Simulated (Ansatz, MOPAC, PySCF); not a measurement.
Series B-XY, Y = H, computed as singlets and as triplets. All species are isolated molecules in the gas phase. One relaxed conformer stands for each flexible species; it need not be the lowest. Strings in code marks are SMILES.

Quantity: adiabatic spin-state energy, in kcal/mol. HF references are unrestricted for open shells and restricted for singlets. The restricted reference of `[BH-]N` and `[BH-]S` is unstable towards unrestricted orbitals. Semi-empirical values (MOPAC) are differences of heats of formation. Levels without diffuse functions put anions too high.

Level 1: frozen-core MP2/aug-cc-pVTZ // PBE-D3(BJ)/def2-SVPD (Ansatz, a quantum-chemistry and plane-wave program)
Level 2: PBE/6-31G* // PBE-D3(BJ)/def2-SVPD (PySCF)
Level 3: HF/3-21G // PBE-D3(BJ)/def2-SVPD (PySCF)
Level 4: PM6 // PBE-D3(BJ)/def2-SVPD (MOPAC)

```
species                                        level 1  level 2  level 3  level 4
---------------------------------------------  -------  -------  -------  -------
`[BH-]S`: multiplicity 3 minus multiplicity 1     15.1     8.33    -7.52     3.84
`[BH-]B`: multiplicity 3 minus multiplicity 1     17.5      [?]    -1.57      [?]
`[BH-]N`: multiplicity 3 minus multiplicity 1     24.2     17.7     4.92      [?]
```

**Question.** What belongs in the gaps?

**Answer.** 
- `[BH-]B`: multiplicity 3 minus multiplicity 1, level 2: 12.5
- `[BH-]B`: multiplicity 3 minus multiplicity 1, level 4: 6.94
- `[BH-]N`: multiplicity 3 minus multiplicity 1, level 4: 7.41
